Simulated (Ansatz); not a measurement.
F$_{4}$Hf, charge +1, doublet, at a GFN2-xTB geometry (such geometries of metal compounds can be far from the true shape) (the multiplicity is a formal guess) (core potentials on Hf). Base run: BLYP/def2-SVP in Ansatz (a quantum-chemistry and plane-wave program).

Geometry (Å):
```xyz
5

Hf     0.0000     0.0000     0.0000
F      1.2267     0.8702    -1.0839
F      0.8896    -1.1915     1.1072
F     -1.2114    -0.9243    -1.0561
F     -0.9050     1.2455     1.0328
```
Charge +1, spin multiplicity 2.
Orbitals are unrestricted.
All else is at Ansatz's defaults.
Base energy -446.88329 Eh.

Each row names what was changed in the base input (with any setting that the change needs).

```
change                                                           ΔE vs base (kcal/mol)                outcome
---------------------------------------------------------------  ---------------------  ---------------------
base                                                                             0.000              converged
fitting.mean_field = def2-universal-JKFIT                                       -0.053              converged
forces = on                                                                      0.000              converged
point_charge = charge:1.0 position_ang:-0.273, -2.2722, -4.2805                   65.9              converged
lower_state_search = off                                                         0.000              converged
lower_state_search = full                                                        0.000              converged
point_charge = charge:0.5 position_ang:0.2789, -3.7537, -3.0647                  33.80              converged
final_grid = 14, 28, 59                                                              -  cut at the time limit
```

Ansatz warned in this series: the state or the total is in doubt.
